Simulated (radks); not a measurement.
Values are calculated unless marked as measured or tabulated.
Question: These are the eigenvalues of the occupied orbitals of an atom or ion with whole-number occupations (eV). Level of theory: scalar-relativistic Kohn-Sham, PBEsol, spin-polarised, spherical densities, finite nucleus; Fermi nuclear charge, rms radius of each element as measured or else 0.836 A^(1/3) + 0.57 fm (a radial shooting solver on a logarithmic mesh with Libxc functionals).

1s up: -4870.033
1s down: -4870.005
2s up: -543.5384
2s down: -542.9304
2p up: -451.1772
2p down: -450.7009
3s up: -70.4256
3s down: -68.5528
3p up: -46.7661
3p down: -44.8676
3d up: -12.1284
4s up: -10.9779

Which element is it, and in what charge state? The configuration may be excited. Open shells, if any, are filled with parallel spins first.

Answer: Z = 22, titanium, charge +1: Ti+ in [Ar] 3d2 4s1. The list shows which subshells hold electrons but not how many an open one holds; the 1s level, -178.97 hartree, gives Z - s = 18.9 by -(Z - s)^2/2, which with screening and relativity narrows Z to a few neighbours, and the depths of the outer levels then fix element, charge and occupations together.
